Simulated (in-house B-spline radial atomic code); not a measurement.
Radial electron density of Ne VII (Ne6+), [He] 2s2. Level of theory: non-relativistic M06-2X, spin-polarised, spherical fractional occupations, exact exchange averaged over the configuration, point nucleus; calculated with a radial B-spline atomic code at the basis-set limit.

Columns: r (bohr), 4πr²n(r) (electrons per bohr), bar.

```
 0.00578   0.2422 #
 0.00672   0.3213 #
 0.00782   0.4257 ##
  0.0091   0.5619 ##
  0.0106     0.74 ###
  0.0123   0.9631 ####
  0.0143    1.251 #####
  0.0167    1.626 #######
  0.0194    2.079 ########
  0.0226    2.646 ###########
  0.0263    3.326 #############
  0.0306     4.13 #################
  0.0356    5.054 ####################
  0.0414    6.082 ########################
  0.0482     7.19 #############################
  0.0561    8.311 #################################
  0.0653    9.364 ######################################
   0.076    10.24 #########################################
  0.0884    10.82 ###########################################
   0.103    10.96 ############################################
    0.12    10.59 ##########################################
   0.139    9.732 #######################################
   0.162    8.375 ##################################
   0.189     6.68 ###########################
   0.219    5.018 ####################
   0.255    3.571 ##############
   0.297    2.625 ###########
   0.346    2.265 #########
   0.402    2.413 ##########
   0.468     2.82 ###########
   0.545     3.15 #############
   0.634    3.154 #############
   0.738    2.756 ###########
   0.859     2.06 ########
   0.999    1.297 #####
    1.16   0.6809 ###
    1.35   0.2862 #
    1.57  0.09385 
    1.83  0.02278 
    2.13 0.004119 
    2.48 0.000473
```

On this grid the curve has 2 maxima, near 0.103, 0.634 bohr.

The 2s down radial function P(r) = rR(r), positive near the nucleus:

```
r (bohr)         P
   0.002   0.03589
 0.00271   0.04829
 0.00367   0.06477
 0.00497   0.08658
 0.00672     0.115
  0.0091     0.152
  0.0123    0.1989
  0.0167    0.2581
  0.0226    0.3285
  0.0306    0.4084
  0.0414    0.4912
  0.0561    0.5639
   0.076    0.6028
   0.103    0.5735
   0.139    0.4377
   0.189    0.1548
   0.255   -0.2611
   0.346   -0.7482
   0.468    -1.141
   0.634    -1.252
   0.859    -1.015
    1.16   -0.5835
    1.57   -0.2166
    2.13  -0.04538
```
